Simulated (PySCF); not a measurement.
Computed shifts of a molecule C4H6BF, PBE/pcSseg-1 in PySCF, GIAO, gas phase, equivalent atoms averaged, in ppm (number of nuclei): ¹³C: 108.4 (1), 93.0 (1), 23.0 (1), 13.9 (1). ¹⁹F: -23.3 (1). ¹H: 3.60 (1), 1.66 (3), 1.55 (2). References: ¹³C against TMS (σ = 182.0 ppm); ¹¹B against BF3 (σ = 83.9 ppm); ¹⁹F against CFCl3 (σ = 133.6 ppm); ¹H against TMS (σ = 31.49 ppm), references at their B3LYP-D3(BJ)/def2-TZVP geometries, non-relativistic. Geometry: PBE-D3(BJ)/def2-SVP. The values are those of a single conformer.

Q: Which molecule gave these data?
A. C#CB(F)CC
B. CB1C=C(F)C1
C. CB1C=C[C@H]1F
D. CC#CB(C)F

A: A, C#CB(F)CC
